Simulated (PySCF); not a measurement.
Species: 3-chlorobenzonitrile, C7H4ClN.
Structure used (PBE0-D3(BJ)/def2-TZVP), in Å, numbered top down from 1:
```
atom  x, y, z in Å
N1    -3.0016   -1.8902   -0.9032
C2    -2.0602   -1.2855   -0.6314
C3    -0.8948   -0.5348   -0.2916
C4    -0.5953    0.6367   -0.9852
C5     0.5374    1.3548   -0.6458
C6     1.3706    0.9191    0.3728
C7     1.0605   -0.2489    1.0543
Cl8    2.0940   -0.7946    2.3202
C9    -0.0661   -0.9850    0.7346
H10   -1.2501    0.9717   -1.7788
H11    0.7780    2.2662   -1.1792
H12    2.2581    1.4769    0.6425
H13   -0.3005   -1.8942    1.2717
```

All values: wB97X-D/pcSseg-2 (PySCF, non-relativistic), on one gas-phase PBE0-D3(BJ)/def2-TZVP geometry that isn't relaxed in the solvent. The solvent is an IEF-PCM continuum (Bondi radii, 1.10 Å for H, scaled by 1.2). The model holds no explicit solvent molecules, cavitation or dispersion.

Gas phase at wB97X-D/pcSseg-2: HOMO -9.54 eV, LUMO -0.22 eV, dipole 4.03 D.

Problem. What does the continuum do to the energy, the frontier levels and the dipole at wB97X-D/pcSseg-2 in chloroform?

Solution. 
| solvent | ε | E(solvent) − E(gas) (kcal/mol) | polarisation term (kcal/mol) | distortion of the solute (kcal/mol) | HOMO (eV) | LUMO (eV) | dipole (D) |
| --- | --- | --- | --- | --- | --- | --- | --- |
| chloroform | 4.711 | -4.81 | -5.57 | 0.76 | -9.35 | -0.05 | 4.97 |

The polarisation term is half the interaction of the solute with the surface charges that it induces; the rest is the cost of distorting the solute's density. The sum is the electrostatic part of solvation alone.

Problem. Which radius a makes the point-dipole formula ΔE = −[(ε − 1)/(2ε + 1)]·μ²/a³ give the value in chloroform, with the gas-phase dipole?

Solution. μ = 1.587 au and |ΔE| = 0.00767 Eh give a = 2.59 Å; the farthest nucleus lies 3.66 Å from the centroid of the nuclei, so such a sphere wouldn't even hold the nuclei. The formula assumes a rigid point dipole at the centre of a sphere.

Problem. Give the dipole vector in the frame of the coordinates (D, pointing from negative to positive charge), gas and chloroform.

Solution. Gas (2.80, 2.90, -0.06), solvent (3.43, 3.60, -0.12). Its length changes by +23 % and its direction by less than 1°.

Hardware: an Intel Xeon at 2.50 GHz with 2 threads, shared host with 64 logical CPUs at a one-minute load of 63. Cost: 3.0 min wall, 6.0 min CPU, 3.2 GiB resident at most. This is the whole shielding run at wB97X-D/pcSseg-2 in chloroform, SCF included.

wB97X-D is run here without its empirical dispersion term; that term would change no orbital, density or response property at a fixed geometry.
